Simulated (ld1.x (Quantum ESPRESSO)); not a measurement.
molybdenum (Mo): one change to a TM potential, before and after

* Element: molybdenum
* Generator: ld1.x (Quantum ESPRESSO) 7.5
* Type: norm-conserving Troullier–Martins (Kleinman–Bylander form)
* Functional: PBE
* Relativity: scalar-relativistic
* Frozen core: [Kr]
* Valence charge: 6
* Reference configuration: 4d4 5s0 5p0 (charge +2)
* Partial waves: 5p (bound, empty): rc 3.30 bohr; 4d (bound): rc 2.50 bohr; 5s (bound, empty): rc 2.85 bohr
* Local potential: the s channel
* Core correction: a·sin(br)/r model core inside 1.20 bohr

Change: wave 4d (bound): rc 2.50 bohr becomes 4d (bound): rc 3.00 bohr.

Cutoffs: the cutoffs (Ry, on a coarse ladder) from which the occupation-weighted sum of valence levels, in a spherical-Bessel basis at the reference potential, stays within 10 and 1 mRy of its value at 400 Ry; they do not see the model core or the augmentation charge, which bear on the density cutoff. Errors are all-electron minus pseudo energies relative to the spin-unpolarised reference configuration.

Task: What does the change do?

Result: The potential gets softer (30 Ry and 35 Ry → 25 Ry and 30 Ry); of the 7 tests that both files solve, the error grows in 2 and shrinks in 3 by more than 15 % and 0.3 meV (median size 133.6 → 112.7 meV); neither file shows a bound ghost. A larger radius leaves more room for a smooth pseudo-wave, so fewer plane waves are needed.

| quantity | base | changed |
| --- | --- | --- |
| cutoff, loose | 30 Ry | 25 Ry |
| cutoff, tight | 35 Ry | 30 Ry |
| bound ghosts | none | none |
| error for 4d5 5s1 5p0, meV [ΔE -22.35 eV] | -100 | -104 |
| error for 4d5 5s0 5p0, meV [ΔE -15.46 eV] | -134 | -113 |
| error for 4d3 5s0 5p0, meV [ΔE 26.74 eV] | -219 | -153 |
| error for 4d5.5 5s0.5 5p0, meV [ΔE -22.07 eV] | -199 | -187 |
| error for 4d4 5s2 5p0, meV [ΔE -22.15 eV] | -30 | -38 |
| error for 4d4 5s1 5p0, meV [ΔE -14.29 eV] | -11 | -15 |
| error for 4d2 5s0 5p0, meV [ΔE 66.25 eV] | -954 | -592 |
| s: phases at 3.60 bohr within 0.05 rad from the reference energy up to (Ry; the scan ends near 5) | 0.4 | 0.4 |
| p: phases at 3.60 bohr within 0.05 rad from the reference energy up to (Ry; the scan ends near 5) | 1.0 | 1.0 |
| d: phases at 3.60 bohr within 0.05 rad from the reference energy up to (Ry; the scan ends near 5) | -0.5 | -0.6 |
